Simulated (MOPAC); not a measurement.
MOPAC input (PM6):

```
PM6 1SCF UHF MS=0.5 GEO-OK AUX(PRECISION=9) THREADS=1
C2H9OSi2

C     2.72453300 1    0.83246000 1    0.26216400 1
Si    1.58824500 1   -0.58954800 1    0.04178800 1
O     0.04737400 1   -0.03816900 1    0.01290500 1
Si   -1.54797300 1   -0.38902200 1   -0.14365900 1
C    -2.52876400 1    1.19051100 1   -0.04372800 1
H     3.80176800 1    0.71390900 1    0.31060100 1
H     2.37228500 1    1.85360400 1    0.35423600 1
H     1.75142100 1   -1.56455400 1    1.15190900 1
H     1.88863400 1   -1.30609000 1   -1.22556500 1
H    -1.77492300 1   -1.06113100 1   -1.44757100 1
H    -1.95177600 1   -1.32146700 1    0.93832200 1
H    -2.23986600 1    1.87943800 1   -0.83980900 1
H    -2.36767300 1    1.68892300 1    0.91412500 1
H    -3.59726700 1    0.98486600 1   -0.14390000 1
```

From the output:

```
                                                       MOPAC v23.2.5 Linux

          FINAL HEAT OF FORMATION =        -90.27987 KCAL/MOL =    -377.73096 KJ/MOL

          COSMO AREA              =        157.21 SQUARE ANGSTROMS
          COSMO VOLUME            =        151.98 CUBIC ANGSTROMS

          IONIZATION POTENTIAL    =          9.770969 EV
          ALPHA SOMO LUMO (EV)    =         -9.771  0.266
          BETA  SOMO LUMO (EV)    =        -10.626 -0.329
          NO. OF ALPHA ELECTRONS  =         16
          NO. OF BETA  ELECTRONS  =         15
          MOLECULAR WEIGHT        =        105.2635         POINT GROUP:  Cs

          MOLECULAR DIMENSIONS (Angstroms)

            Atom       Atom       Distance
            H    14    H     6     7.41793
            H    12    H     8     3.72483
            H    13    H     9     3.44833

          SCF CALCULATIONS        =          1

   ATOM   CHEMICAL          X               Y               Z
  NUMBER   SYMBOL      (ANGSTROMS)     (ANGSTROMS)     (ANGSTROMS)

     1       C          2.72453300  *   0.83246000  *   0.26216400  *
     2      Si          1.58824500  *  -0.58954800  *   0.04178800  *
     3       O          0.04737400  *  -0.03816900  *   0.01290500  *
     4      Si         -1.54797300  *  -0.38902200  *  -0.14365900  *
     5       C         -2.52876400  *   1.19051100  *  -0.04372800  *
     6       H          3.80176800  *   0.71390900  *   0.31060100  *
     7       H          2.37228500  *   1.85360400  *   0.35423600  *
     8       H          1.75142100  *  -1.56455400  *   1.15190900  *
     9       H          1.88863400  *  -1.30609000  *  -1.22556500  *
    10       H         -1.77492300  *  -1.06113100  *  -1.44757100  *
    11       H         -1.95177600  *  -1.32146700  *   0.93832200  *
    12       H         -2.23986600  *   1.87943800  *  -0.83980900  *
    13       H         -2.36767300  *   1.68892300  *   0.91412500  *
    14       H         -3.59726700  *   0.98486600  *  -0.14390000  *

                             CARTESIAN COORDINATES

   1    C        2.724533000     0.832460000     0.262164000
   2   Si        1.588245000    -0.589548000     0.041788000
   3    O        0.047374000    -0.038169000     0.012905000
   4   Si       -1.547973000    -0.389022000    -0.143659000
   5    C       -2.528764000     1.190511000    -0.043728000
   6    H        3.801768000     0.713909000     0.310601000
   7    H        2.372285000     1.853604000     0.354236000
   8    H        1.751421000    -1.564554000     1.151909000
   9    H        1.888634000    -1.306090000    -1.225565000
  10    H       -1.774923000    -1.061131000    -1.447571000
  11    H       -1.951776000    -1.321467000     0.938322000
  12    H       -2.239866000     1.879438000    -0.839809000
  13    H       -2.367673000     1.688923000     0.914125000
  14    H       -3.597267000     0.984866000    -0.143900000

           Empirical Formula: C2 H9 O Si2  =    14 atoms

      MOLECULAR POINT GROUP   :   Cs

          ALPHA EIGENVALUES
 -29.59895 -24.82305 -23.28260 -19.02737 -16.77791 -14.85179 -14.55465 -14.28585
 -13.60321 -13.54508 -13.32491 -11.25919 -11.12237 -10.73390 -10.62658  -9.77097
   0.26645   0.48449   0.84182   0.93494   1.46083   1.66973   1.75817   1.78526
   2.11142   2.92676   3.04479   3.26974   4.65086   4.71863   4.86605   4.96353
   5.26121   5.32379   6.07678   6.11561   6.14721   6.49455   7.23962

           BETA EIGENVALUES
 -29.60176 -24.82146 -22.88803 -18.99747 -16.75291 -14.83903 -14.45503 -14.17476
 -13.60013 -13.38080 -13.30496 -10.87996 -10.84765 -10.72866 -10.62632  -0.32868
   0.26199   0.48249   0.85603   0.94388   1.46568   1.67044   1.75931   2.16231
   2.55831   2.96595   3.05833   3.36773   4.66862   4.83283   4.87055   4.96766
   5.27095   5.33076   6.07678   6.11560   6.37339   6.73662   7.23962

              NET ATOMIC CHARGES AND DIPOLE CONTRIBUTIONS

  ATOM NO.   TYPE          CHARGE      No. of ELECS.   s-Pop       p-Pop       d-Pop
    1          C          -0.477802        4.4778     1.18307     3.29473
    2         Si           0.390460        3.6095     1.12312     1.56747     0.91896
    3          O          -0.490436        6.4904     1.59878     4.89165
    4         Si           0.413643        3.5864     1.12667     1.54977     0.90992
    5          C          -0.746655        4.7467     1.07780     3.66886
    6          H           0.157834        0.8422     0.84217
    7          H           0.156757        0.8432     0.84324
    8          H           0.007048        0.9930     0.99295
    9          H           0.006825        0.9932     0.99317
   10          H           0.007075        0.9929     0.99292
   11          H           0.007271        0.9927     0.99273
   12          H           0.189557        0.8104     0.81044
   13          H           0.189626        0.8104     0.81037
   14          H           0.188796        0.8112     0.81120
 DIPOLE           X         Y         Z       TOTAL
 POINT-CHG.    -0.189    -2.067    -0.260     2.092
 HYBRID         0.075     2.477     0.279     2.494
 SUM           -0.114     0.410     0.018     0.426

          ATOMIC ORBITAL ELECTRON POPULATIONS

     Atom    s        px        py        pz      x^2-y^2     xz        z^2       yz        xy
    1  C   1.18307   1.15761   1.19025   0.94687
    2 Si   1.12312   0.32701   0.54746   0.69300   0.15382   0.12928   0.13787   0.28235   0.21563
    3  O   1.59878   1.47785   1.70210   1.71170
    4 Si   1.12667   0.32063   0.54569   0.68346   0.15661   0.13589   0.15165   0.25452   0.21126
    5  C   1.07780   1.20598   1.27907   1.18381
    6  H   0.84217
    7  H   0.84324
    8  H   0.99295
    9  H   0.99317
   10  H   0.99292
   11  H   0.99273
   12  H   0.81044
   13  H   0.81037
   14  H   0.81120

                    (SZ)    =    0.500000
                    (S**2)  =    0.754279

          ATOMIC ORBITAL SPIN POPULATIONS

    Atom   Total    s     px     py     pz   x^2-y^2  xz     z^2    yz     xy
         Atomic
    1  C  1.0343  0.024  0.043  0.051  0.917
    2 Si  0.0208 -0.008 -0.005 -0.014 -0.004  0.000  0.009 -0.000  0.047 -0.005
    3  O -0.0009 -0.000 -0.001 -0.000  0.000
    4 Si -0.0003 -0.000 -0.000  0.000 -0.000 -0.000  0.000 -0.000  0.000  0.000
    5  C -0.0000 -0.000 -0.000 -0.000  0.000
    6  H -0.0332 -0.033
    7  H -0.0338 -0.034
    8  H  0.0065  0.007
    9  H  0.0065  0.007
   10  H -0.0000 -0.000
   11  H -0.0000 -0.000
   12  H -0.0000 -0.000
   13  H -0.0000 -0.000
   14  H -0.0000 -0.000

 **********************
 *                    *
 * JOB ENDED NORMALLY *
 *                    *
 **********************

 == MOPAC DONE ==
```

The geometry given is a B3LYP-D3(BJ)/def2-TZVP minimum.
